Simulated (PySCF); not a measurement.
C7H8O. Atoms are numbered in the order given.

```xyz
16

C      0.3224    -2.7575     0.0000
O     -0.6712    -1.7583     0.0000
C     -0.2763    -0.4603     0.0000
C     -1.3076     0.4956     0.0000
C     -0.9998     1.8530     0.0000
C      0.3347     2.2822     0.0000
C      1.3544     1.3301     0.0000
C      1.0632    -0.0400     0.0000
H     -0.2048    -3.7203     0.0000
H      0.9631    -2.6972    -0.8986
H      0.9631    -2.6972     0.8986
H     -2.3413     0.1402     0.0000
H     -1.8113     2.5870     0.0000
H      0.5733     3.3490     0.0000
H      2.4012     1.6492     0.0000
H      1.8806    -0.7633     0.0000
```

Geometry: r2SCAN-D4/def2-SVP. Other conformers were not sampled.

Calculation: PBE/def2-TZVP (PySCF).

Atomic charges (e):

```
atom  Mulliken  meta-Löwdin
----  --------  -----------
C1       -0.24        -0.14
O2       -0.19        -0.30
C3        0.29         0.20
C4       -0.19        -0.16
C5       -0.08        -0.11
C6       -0.13        -0.15
C7       -0.12        -0.11
C8       -0.24        -0.19
H9        0.14         0.14
H10       0.12         0.11
H11       0.12         0.11
H12       0.10         0.13
H13       0.10         0.12
H14       0.10         0.12
H15       0.10         0.12
H16       0.11         0.12
```

Computed Mayer and Wiberg (Löwdin basis) orders of the bonds:
```csv
bond,Mayer,Wiberg
C1–O2,0.97,1.48
O2–C3,1.16,1.57
C3–C4,1.36,1.46
C4–C5,1.46,1.62
C5–C6,1.39,1.56
C6–C7,1.44,1.60
C3–C8,1.30,1.48
C7–C8,1.39,1.58
C1–H9,0.97,0.93
C1–H10,0.96,0.93
C1–H11,0.96,0.93
C4–H12,0.97,0.82
C5–H13,0.96,0.83
C6–H14,0.96,0.83
C7–H15,0.95,0.83
C8–H16,0.95,0.81
```
